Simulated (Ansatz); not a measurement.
Cartesian coordinates in Å:
```
C -1.636 0.353 0.640
C -0.513 0.091 0.289
Ge 1.295 -0.398 0.019
F 2.135 0.959 -0.643
F 1.356 -1.599 -1.223
H -2.637 0.595 0.918
```

The species carries charge 0 and has multiplicity 2.

Q: List the ωB97M-V/def2-TZVPP orbital energies in eV (Ansatz). (An estimate is asked.)

A: Ansatz gave: α occupied: -10868.51, -1364.19, -1211.96, -1211.92, -1211.91, -677.41, -677.41, -282.58, -282.25, -176.11, -125.40, -125.34, -125.30, -38.66, -38.41, -38.15, -38.09, -38.08, -35.52, -34.85, -24.60, -19.83, -18.13, -15.98, -15.97, -15.23, -14.52, -14.26, -14.16, -11.73, -11.52, -9.70. α empty: 1.04, 1.27, 3.10, 3.87, 3.90, 4.23, 5.04, 6.59. β occupied: -10868.47, -1364.17, -1211.90, -1211.90, -1211.89, -677.33, -677.33, -282.55, -282.18, -176.04, -125.31, -125.28, -125.26, -38.59, -38.32, -38.03, -38.02, -38.02, -35.34, -34.68, -24.50, -19.40, -17.96, -15.69, -15.62, -14.87, -14.24, -14.08, -14.04, -11.46, -11.45. β empty: -2.18, 1.23, 1.57, 3.13, 4.09, 4.11, 4.34, 5.12. ⟨S²⟩ = 0.752.
